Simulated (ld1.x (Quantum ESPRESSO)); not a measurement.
Values are calculated unless marked as measured or tabulated.
Pseudopotentials across the periodic table

Generated with ld1.x 7.5 (TM, RRKJ, ultrasoft, PAW), atompaw 4.2 or ONCVPSP 4.0.1. The cutoff is in Ry: for ld1.x and atompaw files where the sum of valence levels is converged to 10 mRy in a Bessel basis, for ONCV files where the hardest occupied wave has 1 mHa per electron of residual kinetic energy. The error is the largest all-electron minus pseudo excitation energy over each file’s own four to seven test configurations (ionisations up to +4, promotions, holes and added fractions of an electron), all of which were solved. The labels leave out finer settings (local radius, basis sizes, second energies), which also bear on the numbers. Spin-polarised tests are not counted. The rows are a selection from randomly drawn settings: files with unsolved tests, undetermined cutoffs or missed reference levels are left out.

A true bound ghost makes a file unfit for plane-wave use even where its test errors are small: the radial tests pick states by their node count and pass the ghost by.

| element | potential | cutoff (Ry) | largest error (meV) | bound ghosts |
| --- | --- | --- | --- | --- |
| O | PAW, PBE, non-relativistic, rc 1.00/1.10/0.95 (spd), local smoothed, core correction yes, reference 2s2 2p4 | 55 | -13 | none |
| Al | PAW, LDA (PZ), scalar-relativistic, rc 2.05/3.00 (sp), local smoothed, core correction yes, reference 3s1.5 3p1.5 | 6 | -21 | none |
| Te | PAW, PBE, scalar-relativistic, rc 1.70/1.85/1.10 (spd), local smoothed, core correction yes, reference 4d10 5s1.75 5p4.25 | 140 | -140 | s, p |
| Ta | RRKJ, LDA (PZ), fully relativistic, rc 2.75/2.65/2.50 (spd), local smoothed, core correction yes, reference 5d3 6s1.5 6p0.5 | 21 | -156 | none |
| Os | ultrasoft, PBEsol, scalar-relativistic, rc 2.90/3.10/2.45 (spd), local smoothed, core correction no, reference 5d6 6s2 6p0 | 18 | +49 | none |

Question: Fill in the row for Br: RRKJ, PBE, scalar-relativistic, rc 1.30/1.80/1.80 (spd), local s, core correction yes, reference 4s2 4p5.

Answer: cutoff 45 Ry, largest error -33 meV, bound ghosts: none.

Question: Fill in the row for Ge: TM, PBE, scalar-relativistic, rc 1.55/1.75/0.85 (spd), local smoothed, core correction yes, reference 3d10 4s2 4p2.

Answer: cutoff 300 Ry, largest error -39 meV, bound ghosts: s.

Question: Fill in the row for O: PAW, BP86, scalar-relativistic, rc 0.65/1.10 (sp), local smoothed, core correction yes, reference 2s2 2p3.

Answer: cutoff 90 Ry, largest error -11 meV, bound ghosts: s.
